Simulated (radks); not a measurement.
The numbers below are computed, except where a source is named.
The antimony anion Sb- inside a hard spherical wall (all orbitals vanish at R), configuration held at [Kr] 4d10 5s2 5p4 and not refilled when levels cross. Code: a radial shooting solver on a logarithmic mesh with Libxc functionals. Model: scalar-relativistic Kohn-Sham, LDA (Slater exchange, VWN5 correlation), spin-polarised, spherical densities, finite nucleus; open shells are filled with parallel spins first (spin-orbit coupling, left out, can overturn this in heavy ions); Fermi nuclear charge, rms radius 4.6802 fm. Eigenvalues in eV for spin up, with the zero of energy where the potential of the charges vanishes at infinity; a dash marks a level that is unbound or too diffuse for the functional's potential to be trusted. A positive occupied level is held by the wall or, in an anion where self-interaction has pushed it up, behind a barrier. The pressure on the wall is -dE/dV.

R (bohr)  E (hartree)  kinetic (hartree)    e(4p)    e(4d)   e(5s)   e(5p)  e(6s, empty)  e(5d, empty)  pressure (GPa)
20        -6475.89403           6770.864  -95.039  -27.039  -7.198   0.404         2.085         2.716        0.000108
12        -6475.89263           6770.871  -94.848  -26.848  -7.018   0.562         3.241         4.740          0.0131
8         -6475.87400           6770.962  -93.873  -25.880  -6.200   1.332         6.178         7.609           0.565
6         -6475.78524           6771.354  -91.587  -23.630  -4.438   3.239        12.490        11.810            6.61
4         -6474.98392           6774.402  -82.861  -15.196   2.898  12.330        40.916        27.279             162
3         -6472.38760           6783.364  -69.543   -2.569  18.388  31.703        96.882        56.002            1380
2         -6454.84452           6841.132  -26.191   41.194  98.042  124.53        320.72        170.54           26500
1.5       -6405.49867           6988.440   46.763   122.17  284.11  324.51        732.76        383.47          198000
